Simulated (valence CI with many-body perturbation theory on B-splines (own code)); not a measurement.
Values are calculated unless marked as measured or tabulated.
## Cd15+: magnetic and hyperfine properties of the levels

Method: relativistic CI+MBPT: five valence electrons over a frozen Dirac-Fock core [Ar] 3d10, a basis of 9 s, 9 p, 8 d, 6 f, 3 g, 1 h functions for each j, with the one-electron correlation potential Σ1 (screened to all orders), the two-electron term Σ2, the three-electron term Σ3, Breit, model QED; selected single and double excitations, second order for the rest (own B-spline code, finite nucleus).

No measured spectrum was set against this ion. As an estimate, levels hold to about 250 cm⁻¹ or 0.2 % of their energy and the worst to 1 %, as in measured heavy ions of charge 2 to 7; those with d or f electrons hold less well. Among the levels kept, up to 320 cm⁻¹ of a level comes from second order outside the variational space, and about a tenth of that is noise between levels of different J, which matters for small intervals.

A/g_I is the dipole constant over the nuclear g factor μ/I (μ in nuclear magnetons, uniformly magnetised nucleus), B/Q the quadrupole constant per barn. Both hold the static response of the core; the bare values leave it out. Large factors of s and p1/2 electrons are usually good to 5 to 10 %; those of open d and f shells near neutrality can be off by tens of per cent, and small factors of p3/2, d and f electrons come from cancelling terms and can be off by a factor of two or in sign, in half-filled shells by more. B is blank for J = 1/2, where it vanishes, and for nearly pure S terms. Energies count from the lowest level.

Names give the largest LS component (configuration and term), which can be under half, so a name can repeat, a term be missing and a line seem to break the LS rules; names also repeat where a configuration has a term twice. Letters in brackets count levels of one name in rising energy.

| Level | E (eV) | g | A/g_I (MHz) | A/g_I bare | B/Q (MHz/b) | B/Q bare |
| --- | --- | --- | --- | --- | --- | --- |
| 4s²4p³ ⁴S°_3/2 | 0.000 | 1.649 | 5290 | 4760 | 7420 | 6950 |
| 4s²4p³ ²D°_3/2 | 6.344 | 1.232 | 2390 | 2220 | 9270 | 8700 |
| 4s²4p³ ²D°_5/2 | 8.536 | 1.199 | 15900 | 15000 | -79.6 | -70.0 |
| 4s²4p³ ²P°_1/2 | 11.837 | 0.664 | 47500 | 45000 |  |  |
| 4s²4p³ ²P°_3/2 | 17.719 | 1.251 | 8420 | 7900 | -16700 | -15700 |
| 4s4p⁴ ⁴P_5/2 | 43.428 | 1.560 | 37300 | 35200 | 10600 | 9920 |
| 4s4p⁴ ⁴P_3/2 | 47.881 | 1.608 | 17100 | 16100 | -11500 | -10800 |
| 4s4p⁴ ⁴P_1/2 | 48.577 | 2.534 | 103000 | 97700 |  |  |
| 4s4p⁴ ²D_3/2 | 53.755 | 1.002 | -65.7 | -38.1 | -15600 | -14600 |
| 4s4p⁴ ²D_5/2 | 55.743 | 1.239 | 43000 | 40700 | -25200 | -23600 |
| 4s4p⁴ ²S_1/2 | 60.444 | 1.523 | 43800 | 41400 |  |  |
| 4s4p⁴ ²P_3/2 | 61.524 | 1.237 | 2690 | 2510 | 6110 | 5730 |
| 4s²4p²4d ⁴F_3/2 | 65.074 | 0.601 | 3800 | 3780 | 2530 | 2330 |
| 4s²4p²4d ⁴F_5/2 | 67.125 | 1.142 | 1360 | 1360 | 5990 | 5560 |
| 4s4p⁴ ²P_1/2 | 68.402 | 1.134 | 91100 | 86300 |  |  |
| 4s²4p²4d ²F_5/2 [a] | 70.092 | 0.946 | 12200 | 11600 | -5260 | -4950 |
| 4s²4p²4d ⁴F_7/2 | 70.993 | 1.239 | 3220 | 3050 | 5890 | 5460 |
| 4s²4p²4d ⁴D_1/2 | 71.475 | 0.192 | 27800 | 26600 |  |  |
| 4s²4p²4d ⁴D_3/2 | 71.552 | 1.061 | 8570 | 8150 | -7740 | -7250 |
| 4s²4p²4d ²F_7/2 [a] | 71.775 | 1.233 | 6190 | 5860 | 9680 | 9050 |
| 4s²4p²4d ⁴F_9/2 | 73.295 | 1.268 | 7610 | 7190 | -249 | -306 |
| 4s²4p²4d ⁴D_5/2 | 74.123 | 1.192 | 7560 | 7200 | -6980 | -6550 |
| 4s²4p²4d ²P_3/2 [a] | 75.849 | 1.246 | -4490 | -4250 | 34.0 | 9.07 |
| 4s²4p²4d ²G_7/2 | 77.642 | 1.068 | 8550 | 8120 | 14200 | 13300 |
| 4s²4p²4d ⁴P_5/2 | 78.944 | 1.485 | 2700 | 2530 | -101 | -88.3 |
| 4s²4p²4d ⁴P_3/2 | 79.622 | 1.431 | 5110 | 4840 | -3520 | -3290 |
| 4s²4p²4d ⁴P_1/2 | 79.777 | 1.896 | 25400 | 24000 |  |  |
| 4s²4p²4d ²F_7/2 [b] | 80.256 | 1.167 | 5010 | 4760 | 7600 | 7080 |
| 4s²4p²4d ²D_3/2 [a] | 81.547 | 0.965 | 9090 | 8660 | 6570 | 6140 |
| 4s²4p²4d ²G_9/2 | 81.614 | 1.175 | 5380 | 5120 | 21000 | 19600 |
| 4s²4p²4d ²P_1/2 [a] | 82.572 | 1.191 | -4760 | -4730 |  |  |
| 4s²4p²4d ²D_5/2 [a] | 83.694 | 1.144 | 3630 | 3450 | 7680 | 7180 |
| 4s²4p²4d ²P_1/2 [b] | 85.604 | 0.963 | -9780 | -9170 |  |  |
| 4s²4p²4d ²D_3/2 [b] | 85.824 | 1.011 | 6680 | 6320 | -4780 | -4470 |
| 4s²4p²4d ²F_5/2 [b] | 86.845 | 1.110 | 6220 | 5930 | -1890 | -1790 |
| 4s²4p²4d ²D_5/2 [b] | 88.048 | 1.197 | 3230 | 3120 | 19500 | 18300 |
| 4s²4p²4d ²F_7/2 [c] | 89.818 | 1.132 | 7290 | 6900 | -2520 | -2380 |
| 4s²4p²4d ²S_1/2 | 90.236 | 1.898 | 25000 | 23900 |  |  |
| 4s²4p²4d ²P_3/2 [b] | 90.426 | 1.230 | 3680 | 3540 | -3530 | -3300 |
| 4s²4p²4d ²D_3/2 [c] | 93.866 | 0.865 | 4350 | 4250 | 4980 | 4650 |

Question: Take the isotope of mass number 111, with I = 1/2, μ = -0.594 μN. What is the hyperfine structure of 4s²4p³ ⁴S°_3/2?

Answer: From the table A = -6280 MHz. Shifts from the centre of gravity in MHz: F = 1: 7850, F = 2: -4710.
